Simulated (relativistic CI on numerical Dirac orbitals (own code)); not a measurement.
**Hyperfine structure of W XLVII, mass number 183**

Calculated at this level of theory: Dirac-Coulomb-Breit CI, KLI orbitals optimised for each configuration, QED by a radiative potential, unscaled Slater integrals (own radial code, finite nucleus).

CI space (outside the closed core [Ne]): 3s2 3p6 3d10, 3s2 3p6 3d9 4s, 3s2 3p6 3d9 4p, 3s2 3p6 3d9 4d, 3s2 3p5 3d10 4s, 3s2 3p6 3d9 4f, 3s2 3p5 3d10 4p, 3s2 3p6 3d8 4s2, 3s2 3p5 3d10 4d, 3s2 3p6 3d8 4s 4p, 3s 3p6 3d10 4s, 3s2 3p6 3d9 5s, 3s2 3p5 3d10 4f, 3s2 3p6 3d8 4p2, 3s2 3p6 3d8 4s 4d, 3s2 3p6 3d9 5p. Levels of other configurations are missing.

Nuclear spin I = 1/2, μ = 0.11739 μN (tables of Stone and Pyykkö). The electronic factors are computed for point nuclear moments, without core polarisation or the Bohr-Weisskopf and QED corrections.

| Level | E (eV) | A (GHz) |
| --- | --- | --- |
| 3s2 3p6 3d9 4s 3D_3 | 1561.92 | 76.45 |
| 3s2 3p6 3d9 4s 1D_2 | 1563.80 | -58.58 |
| 3s2 3p6 3d9 4s 3D_1 | 1628.46 | -75.61 |
| 3s2 3p6 3d9 4s 3D_2 | 1629.67 | 120.3 |
| 3s2 3p6 3d9 4p 3P°_2 | 1658.48 | -11.8 |
| 3s2 3p6 3d9 4p 3F°_2 | 1725.01 | 49.89 |
| 3s2 3p6 3d9 4p 3F°_4 | 1761.35 | 11.13 |
| 3s2 3p6 3d9 4p 1D°_2 | 1763.36 | 9.816 |

Levels with J = 0, under 50 % of one LS term, or S terms without an open s electron are left out. Small factors come from cancelling terms and can be off by tens of per cent or more.

At this charge energies of transitions that change n are usually good to better than 1 %, and those within a shell (Δn = 0) to a few per cent.

Task: Give the hyperfine levels of 3s2 3p6 3d9 4s 3D_3 relative to its centre of gravity.

Result: With K = F(F + 1) − I(I + 1) − J(J + 1), E = AK/2: F = 5/2: -152.9, F = 7/2: 114.7 GHz.

LS names give the leading component of a level, which can be under half, so a name can repeat, a term be missing and a line seem to break the LS rules.
